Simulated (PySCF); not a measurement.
C3H4Cl2, SMILES CC=C(Cl)Cl.

Geometry: B3LYP-D3(BJ)/def2-SVP.

All values below come from PBE0/def2-TZVP (PySCF).

Symmetry labels are those of the subgroup Cs that the program uses (full group Cs).

Computed valence orbital energies around the gap with their symmetry:
| orbital | symmetry | energy (eV) |
|---|---|---|
| HOMO−7 | A" | -12.23 |
| HOMO−6 | A' | -11.38 |
| HOMO−5 | A" | -11.14 |
| HOMO−4 | A' | -10.68 |
| HOMO−3 | A' | -9.69 |
| HOMO−2 | A" | -9.39 |
| HOMO−1 | A' | -8.89 |
| HOMO | A" | -7.18 |
| LUMO | A" | -0.31 |
| LUMO+1 | A' | 0.19 |
| LUMO+2 | A' | 0.94 |
| LUMO+3 | A' | 1.80 |
